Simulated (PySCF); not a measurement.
Ligand exchange on a metal centre used in film growth or etching (Ti OH-NH2). All species are isolated molecules in the gas phase. One relaxed conformer stands for each flexible species; it need not be the lowest.

The charge on the central atom (Mulliken) from two functionals at the same geometries (TPSS-D3(BJ)/def2-SVP), both in PySCF: PBE-D3(BJ)/def2-TZVP and TPSSh-D3(BJ)/def2-TZVP. 

```tsv
species	PBE-D3(BJ)/def2-TZVP (e)
0 of 4 OH replaced by NH2	1.30
1 of 4 OH replaced by NH2 ([Ti(OH)3(NH2)])	1.31
3 of 4 OH replaced by NH2 ([Ti(OH)(NH2)3])	1.39
4 of 4 OH replaced by NH2 ([Ti(NH2)4])	1.46
```

Problem. What does TPSSh-D3(BJ)/def2-TZVP give for each?

Solution. 
- 0 of 4 OH replaced by NH2: 1.51
- 1 of 4 OH replaced by NH2 ([Ti(OH)3(NH2)]): 1.50
- 3 of 4 OH replaced by NH2 ([Ti(OH)(NH2)3]): 1.54
- 4 of 4 OH replaced by NH2 ([Ti(NH2)4]): 1.58
Over these rows, drawn at random from the members with no instability flagged (it was tested for open shells, ions and some series alone), PBE minus TPSSh-D3(BJ): mean -0.17 e, from -0.21 e to -0.12 e.
